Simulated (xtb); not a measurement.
Input for xtb: GFN-FF on CH6OSi (a complex).

```
$ xtb mol.xyz --gfnff --sp --chrg 0 --uhf 0
9

Si     0.02589752     0.24184204     0.17650129
H      1.29876743    -0.01850004     0.88781787
H      0.35531773     0.70756122    -1.19357250
H     -0.72857558     1.30836259     0.86869554
H     -0.77654015    -0.99446017     0.08273770
C      0.44806166    -0.36434719     3.84108980
O     -0.47937629    -0.67452895     3.14584957
H      0.44247858    -0.54008709     4.93317442
H      1.35544732     0.11273602     3.42521397
```

Predict the final total energy.

-1.0387 hartree.
